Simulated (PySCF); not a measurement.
C₂H₄OS, SMILES C(=C/S)/O, PBE0/def2-SVP optimised geometry.

```
8

O      1.46    -1.01     0.00
C      0.14    -1.01     0.00
C     -0.65     0.08     0.00
S      0.09     1.68    -0.11
H      1.74    -0.08    -0.01
H     -0.29    -2.02     0.00
H     -1.74    -0.02    -0.01
H      0.04     2.02     1.20
```

Density from PySCF with PBE0/def2-TZVP at that geometry.

Minimum of the electron density along straight lines between bonded atoms, close to the bond critical point (lines longer than 1.1 times the sum of covalent radii, or with two minima, are not listed):

| bond | length / Å | ρ at the minimum / e bohr⁻³ | ∇²ρ there / e bohr⁻⁵ | position (fraction from the first atom) |
|---|---|---|---|---|
| O1–C2 | 1.329 | ___ | -0.49 | 0.66 |
| C2–C3 | 1.346 | 0.344 | -1.03 | 0.52 |
| C3–S4 | 1.771 | ___ | -0.36 | 0.48 |
| O1–H5 | 0.977 | 0.346 | -2.35 | 0.81 |
| C2–H6 | 1.095 | 0.285 | -1.03 | 0.66 |
| C3–H7 | 1.091 | 0.278 | -0.96 | 0.65 |
| S4–H8 | 1.356 | 0.212 | ___ | 0.65 |

### Question
What belongs in the gaps?

### Answer

- O1–C2, ρ at the minimum / e bohr⁻³: 0.315
- C3–S4, ρ at the minimum / e bohr⁻³: 0.194
- S4–H8, ∇²ρ there / e bohr⁻⁵: -0.60
